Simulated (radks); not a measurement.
Q: The palladium ion Pd43+, [He] 2s1. Calculated with a radial shooting solver on a logarithmic mesh with Libxc functionals: non-relativistic Kohn-Sham, r2SCAN, spin-polarised, spherical densities, point nucleus; meta-GGA in the generalised Kohn-Sham scheme. Every spin shell is full or empty, so the densities are truly spherical. Functionals are evaluated on that one density, not self-consistently. Rank these exchange functionals by their error against the exact value of the orbitals, and give that value: LDA, PBEsol, RPBE, WC, B86b, TPSS, Tao-Mo, TASK.

A: Exact: -32.8370 hartree. From best to worst, with 100 (|E| - |E exact|)/|E exact| (equal figures are ties): RPBE +0.15, TPSS +0.34, Tao-Mo +0.42, B86b -0.51, TASK -1.98, WC -3.37, PBEsol -5.62, LDA -13.17.
